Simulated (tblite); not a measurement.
Species: C7H5 (doublet state).
Atom-mapped SMILES: `[CH:1]#[C:2][C:3]1=[CH:4][CH2:5][CH:6]=[C:7]1` (hydrogens: H8 on C1; H9 on C4; H10, H11 on C5; H12 on C6)

The geometry is computed with GFN2-xTB (gas phase). This method treats the open shell by occupation alone, without spin polarisation.

(1) What internal coordinates does the optimisation give?

## Answers

(1) 
```json
{"bond": "C1≡C2", "length (Å)": "1.201", "order": "triple"}
{"bond": "C2–C3", "length (Å)": "1.405", "order": "single"}
{"bond": "C3=C4", "length (Å)": "1.352", "order": "double"}
{"bond": "C4–C5", "length (Å)": "1.497", "order": "single"}
{"bond": "C5–C6", "length (Å)": "1.512", "order": "single"}
{"bond": "C6=C7", "length (Å)": "1.322", "order": "double"}
{"bond": "C3–C7", "length (Å)": "1.450", "order": "single"}
{"bond": "C1–H8", "length (Å)": "1.049", "order": "single"}
{"bond": "C4–H9", "length (Å)": "1.075", "order": "single"}
{"bond": "C5–H10, C5–H11", "length (Å)": "1.093", "order": "single"}
{"bond": "C6–H12", "length (Å)": "1.072", "order": "single"}
```

Bonds in one row agree within 0.01 Å and their mean is given. Orders are formal, as drawn. A selection of angles:
```json
{"angle": "C2–C1–H8", "degrees": "179.4"}
{"angle": "C1–C2–C3", "degrees": "178.7"}
{"angle": "C2–C3–C4", "degrees": "127.8"}
{"angle": "C2–C3–C7", "degrees": "125.3"}
{"angle": "C4–C3–C7", "degrees": "106.8"}
{"angle": "C3–C4–C5", "degrees": "110.1"}
{"angle": "C3–C4–H9", "degrees": "126.4"}
{"angle": "C5–C4–H9", "degrees": "123.4"}
{"angle": "C4–C5–C6", "degrees": "102.9"}
{"angle": "C4–C5–H10", "degrees": "111.9"}
{"angle": "C6–C5–H10", "degrees": "111.2"}
{"angle": "H10–C5–H11", "degrees": "107.7"}
{"angle": "C5–C6–C7", "degrees": "107.4"}
{"angle": "C5–C6–H12", "degrees": "123.2"}
{"angle": "C7–C6–H12", "degrees": "129.3"}
{"angle": "C3–C7–C6", "degrees": "112.7"}
```

Torsions: C2–C3–C4–C5 180° (antiperiplanar); C3–C4–C5–C6 0° (synperiplanar); C4–C5–C6–C7 0° (synperiplanar); C5–C6–C7–C3 0° (synperiplanar); C2–C3–C7–C6 180° (antiperiplanar).

The 7 heavy atoms lie in one plane (0.001 Å rms). The 5-membered ring C3–C4–C5–C6–C7 has internal angles of 102.9° to 112.7° (sum 540°, against 540° for a flat polygon); it is planar, 0.00 Å rms from its mean plane, widest ring torsion 0°. C7 (carbon bonded to 2 C) is bent (angle 112.7°). C6 (carbon bonded to 2 C and H) is planar (angles 129.3°, 123.2° and 107.4°, sum 360.0°, 0.00 Å off the plane of its three neighbours). The C–C distances run from 1.201 Å (C1≡C2, drawn triple) to 1.512 Å (C5–C6, drawn single), a spread of 0.311 Å. C4 (carbon bonded to 2 C and H) is planar (angles 126.4°, 123.4° and 110.1°, sum 360.0°, 0.00 Å off the plane of its three neighbours). C3 (carbon bonded to 3 C) is planar (angles 127.8°, 125.3° and 106.8°, sum 360.0°, 0.00 Å off the plane of its three neighbours).

Point group: Cs (tolerance 0.08 Å). Its GFN2-xTB frequencies are all real (lowest 142 cm⁻¹).

The run took 0.14 s on one thread, Arm Neoverse V2 (aarch64) (shared host). This is the geometry optimisation.
